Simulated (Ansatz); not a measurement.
A run of Ansatz (development build ahead of 0.2.0) on quintet VBr at this shape:

```xyz
2

V     0.0000    0.0000    0.0000
Br    0.0000    0.0000    4.3400
```

Its results:

```json
{
 "Converged": "yes",
 "Total energy": "-3517.51173 hartree",
 "Spin squared of the determinant": "6.419",
 "Stability test": "minimum"
}
```

(1) Which input gives this output? Name the method, the orbitals and the basis set, and write the input.

Results:

(1) PBE (unrestricted) in pcseg-2.

```yaml
crystal:
  periodic: [false, false, false]
  atoms:
    - { symbol: V, position_ang: [0.0, 0.0, 0.0] }
    - { symbol: Br, position_ang: [0.0, 0.0, 4.34] }
basis:
  gaussian: { orbitals: pcseg-2 }
magnetization:
  spin_polarized: true
  initial_magnetization: 4
hamiltonian:
  xc: pbe
```

Caution: other spin multiplicities were not run; the unrestricted determinant is spin contaminated.
